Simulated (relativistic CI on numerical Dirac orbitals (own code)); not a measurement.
Ce IX: computed level list

Method of calculation: Dirac-Coulomb-Breit CI, orbitals from a KLI potential per configuration, a model potential for QED, unscaled Slater integrals (own radial code, finite nucleus).

Configurations in the expansion (outside the closed core [Kr] 4d10): 5s2 5p2, 5s2 5p 4f, 5s 5p3, 5s2 5p 5d, 5p4, 5s 5p 4f2, 5s 5p2 4f, 5s2 4f 5d, 5s 5p2 5d, 5p3 4f, 5s2 5p 5f, 5s2 4f 6s, 5s2 4f2, 5s 4f3, 5s 4f2 5d, 5p2 4f2, 5p 4f3, 5p 4f2 5d, 5p 4f2 5f, 5s2 5d2, 5s 4f 5d2, 5s 5d3. Double excitations out of closed p, d and f shells are left out; levels of such configurations are missing from the list, as are those of other unlisted configurations, and high levels can miss mixing partners.

The lowest level is 5s2 5p2 3P_0, with 83 % of that term; Hund's rules for 5s2 5p2 give 3P with J = 0, in agreement.

```
No.  Configuration  Term  J   E (eV)   %  Next component (%)  Landé g
  1        5s2 5p2    3P  0   0.0000  83               14 1S         
  2        5s2 5p2    3P  1   2.7893  98      2 5s 5p2 5d 3P    1.501
  3        5s2 5p2    3P  2   3.6901  52               44 1D    1.267
  4        5s2 5p2    1D  2   7.2242  48               45 3P    1.230
  5      5s2 5p 4f    3G  3  10.0144  58               33 1F    0.862
  6        5s2 5p2    1S  0  10.1578  81               14 3P         
  7      5s2 5p 4f    3F  3  10.5112  47               29 3D    1.127
  8      5s2 5p 4f    3F  2  10.6270  74               13 3D    0.770
  9      5s2 5p 4f    3F  4  10.7700  42               42 3G    1.127
 10      5s2 5p 4f    3G  3  13.4172  37               33 1F    0.930
 11      5s2 5p 4f    3F  4  13.7845  51               47 3G    1.154
 12      5s2 5p 4f    3G  5  14.3853  98         1 5p3 4f 3G    1.200
 13      5s2 5p 4f    3D  3  14.4631  68               17 3F    1.244
 14      5s2 5p 4f    3D  2  14.5511  70               20 3F    1.048
 15      5s2 5p 4f    3D  1  15.0183  98         2 5p3 4f 3D    0.498
 16      5s2 5p 4f    1G  4  15.3827  83               10 3G    1.017
 17      5s2 5p 4f    1D  2  16.2716  76               16 3D    1.015
 18         5s 5p3   5S°  2  18.3496  89               9 3P°    1.939
 19        5s2 4f2    3H  4  22.2613  96        2 5p2 4f2 3H    0.802
 20        5s2 4f2    3H  5  22.4570  98        2 5p2 4f2 3H    1.033
 21        5s2 4f2    3H  6  22.6694  98        2 5p2 4f2 3H    1.166
 22         5s 5p3   3D°  1  22.9616  70              14 3P°    0.681
 23        5s2 4f2    3F  2  23.0886  97        2 5p2 4f2 3F    0.668
 24        5s2 4f2    3F  3  23.2097  98        2 5p2 4f2 3F    1.083
 25         5s 5p3   3D°  2  23.2455  67              13 3P°    1.260
 26        5s2 4f2    3F  4  23.2471  63               34 1G    1.159
 27        5s2 4f2    1G  4  23.5361  62               35 3F    1.087
 28         5s 5p3   3D°  3  24.1127  71    16 5s 5p2 4f 3D°    1.322
 29      5s 5p2 4f   5G°  2  24.7827  80               9 3F°    0.445
 30      5s 5p2 4f   5G°  3  25.1500  60              14 5F°    1.056
 31        5s2 4f2    1D  2  25.1707  93                3 3P    1.015
 32      5s 5p2 4f   5D°  4  25.3976  44              25 5G°    1.349
 33        5s2 4f2    1I  6  25.6798  97        2 5p2 4f2 1I    0.999
 34        5s2 4f2    3P  0  25.8519  97        2 5p2 4f2 3P         
 35        5s2 4f2    3P  1  25.9001  97        2 5p2 4f2 3P    1.500
 36        5s2 4f2    3P  2  25.9908  94                3 1D    1.482
 37      5s 5p2 4f   5G°  4  26.7936  61              35 5D°    1.273
 38      5s 5p2 4f   3D°  3  26.8261  27              21 3G°    1.150
 39      5s 5p2 4f   5D°  3  26.9188  36              31 3G°    1.122
 40         5s 5p3   3P°  0  26.9804  90     6 5s2 5p 5d 3P°         
 41      5s 5p2 4f   5D°  2  27.1126  42              23 5F°    1.215
 42      5s 5p2 4f   5G°  5  27.2416  81              15 5F°    1.282
 43         5s 5p3   3P°  1  27.2883  52    13 5s 5p2 4f 5D°    1.182
 44      5s 5p2 4f   5F°  1  27.6969  44              22 5D°    0.736
 45         5s 5p3   3P°  2  27.7505  35              16 1D°    1.291
```

Energies count from the lowest computed level; ° marks odd parity.

The mean weight of the leading LS term, summed over parents, in these 45 levels is 71 %, and that of the leading jj configuration (from the same eigenvectors) 74 %.

At this charge configurations can still be misplaced by up to about 7 % of their energy. Levels and lines within the n = 5 or 6 shells can be off by up to 10 % or somewhat more, and those that change n by about 2 %, since core polarisation is missing. Levels that differ in their count of f electrons can be misplaced by several ten thousand cm⁻¹, since the correlation energy of f electrons is missing or only estimated; rates across such gaps can be off by orders of magnitude.

LS names give the leading component of a level, which can be under half, so a name can repeat, a term be missing and a line seem to break the LS rules.
